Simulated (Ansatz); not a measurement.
Start from `N[SiH2][S][GeH2][NH2]` and change one atom or group to get `N[SiH2]S`.

Ansatz, PBE0-D4/def2-TZVP geometries, multiplicity 1. Each molecule was computed in one conformer, which needn't be the lowest.

Scalar relativity is left out up to krypton.

| property | `N[SiH2][S][GeH2][NH2]` |
| --- | --- |
| HOMO energy (ωB97M-V/def2-TZVPP) / eV | -9.31 |
| HOMO–LUMO gap (PBE0/def2-TZVPP) / eV | 7.11 |
| size of the dipole moment (ωB97M-V/def2-TZVPP) / D | 2.23 |
| LUMO energy (ωB97M-V/def2-TZVPP) / eV | 1.55 |
| LUMO energy (PBE/def2-TZVPP) / eV | -0.84 |
| LUMO energy (B3LYP/def2-TZVPP) / eV | -0.26 |

**Question.** Give the same properties after the change, and the shifts. (Best estimate.)

**Answer.** Computed: 
| property | `N[SiH2]S` | shift |
| --- | --- | --- |
| HOMO energy (ωB97M-V/def2-TZVPP) / eV | -9.40 | -0.09 |
| HOMO–LUMO gap (PBE0/def2-TZVPP) / eV | 7.47 | 0.36 |
| size of the dipole moment (ωB97M-V/def2-TZVPP) / D | 1.14 | -1.09 |
| LUMO energy (ωB97M-V/def2-TZVPP) / eV | 1.90 | 0.35 |
| LUMO energy (PBE/def2-TZVPP) / eV | -0.59 | 0.25 |
| LUMO energy (B3LYP/def2-TZVPP) / eV | 0.01 | 0.27 |

With PBE0 the HOMO falls by 0.06 eV and the LUMO rises by 0.30 eV, so the gap widens by about 0.36 eV. PBE moves the HOMO by -0.07 eV and ωB97M-V by -0.09 eV. Dipoles are sizes alone; their direction can turn.

B3LYP here is the variant with VWN-RPA as its local correlation; programs differ in this.
